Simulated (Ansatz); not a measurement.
```yaml
crystal:
  periodic: [false, false, false]
  atoms:
    - {symbol: C, position_ang: [-4.911066, 1.698727, 0.912832]}
    - {symbol: C, position_ang: [-3.755467, 0.982210, 0.237896]}
    - {symbol: C, position_ang: [-3.370938, -0.367020, 0.855399]}
    - {symbol: C, position_ang: [-2.191176, -1.073239, 0.205333]}
    - {symbol: C, position_ang: [-0.831178, -0.405088, 0.490961]}
    - {symbol: C, position_ang: [0.352297, -1.121339, -0.149609]}
    - {symbol: C, position_ang: [1.699290, -0.422676, 0.099117]}
    - {symbol: C, position_ang: [2.875521, -1.180319, -0.525126]}
    - {symbol: C, position_ang: [4.264677, -0.589381, -0.231810]}
    - {symbol: C, position_ang: [4.510739, 0.823703, -0.741640]}
    - {symbol: Se, position_ang: [4.164593, 0.983178, -2.677696]}
    - {symbol: H, position_ang: [-4.740328, 1.829118, 2.001227]}
    - {symbol: H, position_ang: [-5.862703, 1.133205, 0.793087]}
    - {symbol: H, position_ang: [-5.088330, 2.698293, 0.465345]}
    - {symbol: H, position_ang: [-2.835441, 1.628118, 0.296192]}
    - {symbol: H, position_ang: [-3.940422, 0.870187, -0.854849]}
    - {symbol: H, position_ang: [-3.207374, -0.259800, 1.951105]}
    - {symbol: H, position_ang: [-4.271778, -1.027927, 0.761724]}
    - {symbol: H, position_ang: [-2.351601, -1.154970, -0.892257]}
    - {symbol: H, position_ang: [-2.129535, -2.121155, 0.581766]}
    - {symbol: H, position_ang: [-0.672717, -0.318385, 1.589312]}
    - {symbol: H, position_ang: [-0.895596, 0.648241, 0.119403]}
    - {symbol: H, position_ang: [0.415776, -2.160973, 0.243788]}
    - {symbol: H, position_ang: [0.180327, -1.224536, -1.244363]}
    - {symbol: H, position_ang: [1.643280, 0.615444, -0.300665]}
    - {symbol: H, position_ang: [1.866478, -0.320473, 1.194586]}
    - {symbol: H, position_ang: [2.730304, -1.260569, -1.629516]}
    - {symbol: H, position_ang: [2.866635, -2.230146, -0.163544]}
    - {symbol: H, position_ang: [4.431776, -0.554374, 0.867312]}
    - {symbol: H, position_ang: [5.044843, -1.268661, -0.635020]}
    - {symbol: H, position_ang: [3.858445, 1.585438, -0.262615]}
    - {symbol: H, position_ang: [5.561743, 1.154664, -0.595783]}
    - {symbol: H, position_ang: [4.588925, 2.410497, -2.761851]}
basis:
  gaussian: {orbitals: def2-TZVP, initial_orbitals: start.molden}
total_charge: 1
magnetization: {spin_polarized: true, initial_magnetization: 1}
hamiltonian: {xc: pbe0, dispersion: d4}
scf: {omitted_lower_state_checks: [starts]}
output: {orbitals: {seedname: orbitals}}
```

The file start.molden holds the orbitals of an earlier run on this structure, at another level or in another basis.

```sh
$ ansatz run in.yaml --threads 4 --pin off --events-out ev --progress --plain --max-ram 6963MiB
```

(1) Does this run fit into the memory that it is given?

Answers

(1) No. It has 490 basis functions, and Ansatz plans for 8 GiB where 7 GiB are given.
